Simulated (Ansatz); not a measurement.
One change: `[SiH3][BH][GeH2][Cl]` becomes `[BH2][GeH2][Cl]`.

Ansatz, PBE0-D4/def2-TZVP geometries, multiplicity 1. Each molecule was computed in one conformer, which needn't be the lowest.

Scalar relativity is left out up to krypton.

| property | `[SiH3][BH][GeH2][Cl]` |
| --- | --- |
| HOMO–LUMO gap (B3LYP/def2-TZVPP) / eV | 4.43 |
| LUMO energy (PBE/def2-TZVPP) / eV | -4.11 |
| LUMO energy (PBE0/def2-TZVPP) / eV | -3.18 |
| LUMO energy (ωB97M-V/def2-TZVPP) / eV | -1.20 |
| HOMO energy (B3LYP/def2-TZVPP) / eV | -7.77 |
| ideal-gas entropy at 298 K and 1 bar (rigid rotor, harmonic PBE0-D4/def2-TZVP) / J/(mol·K) | 385 |

Task: What does the change do to each property? (An estimate is asked.)

Result: The calculation gave: 
```csv
property,`[BH2][GeH2][Cl]`,shift
HOMO–LUMO gap (B3LYP/def2-TZVPP) / eV,4.94,0.51
LUMO energy (PBE/def2-TZVPP) / eV,-3.83,0.28
LUMO energy (PBE0/def2-TZVPP) / eV,-2.82,0.36
LUMO energy (ωB97M-V/def2-TZVPP) / eV,-0.85,0.35
HOMO energy (B3LYP/def2-TZVPP) / eV,-7.98,-0.21
"ideal-gas entropy at 298 K and 1 bar (rigid rotor, harmonic PBE0-D4/def2-TZVP) / J/(mol·K)",317,-68
```

With PBE0 the HOMO falls by 0.22 eV and the LUMO rises by 0.36 eV, so the gap widens by about 0.58 eV. PBE moves the HOMO by -0.15 eV and ωB97M-V by -0.28 eV. The zero-point energy changes by -43.4 kJ/mol with -9 modes. Modes under 60 cm⁻¹, often nearly free rotors, make the harmonic entropy too high.

B3LYP here is the variant with VWN-RPA as its local correlation; programs differ in this.
